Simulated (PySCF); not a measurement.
**Correlation energy of Sc⁺ (scandium, charge +1)**

[Ar] 3d1 4s1, high-spin 3D determinant. All numbers are calculated (PySCF 2.14, scalar relativity by spin-free X2C-1e, in x2c-QZVPPall (11s7p5d3f2g, 96 functions)). Frozen: [Ar]; 2 electrons correlated.

With two correlated electrons CCSD is exact within the correlated space (frozen core and kept virtual orbitals).

```
level  correlation energy (mhartree)
 CCSD                          -4.83
```

Diagnostics: T1 = 0.011, D1 = 0.0206, largest double amplitude 0.017.

Cost of the coupled-cluster step: of the order of 15 core-seconds, for 2 correlated electrons.
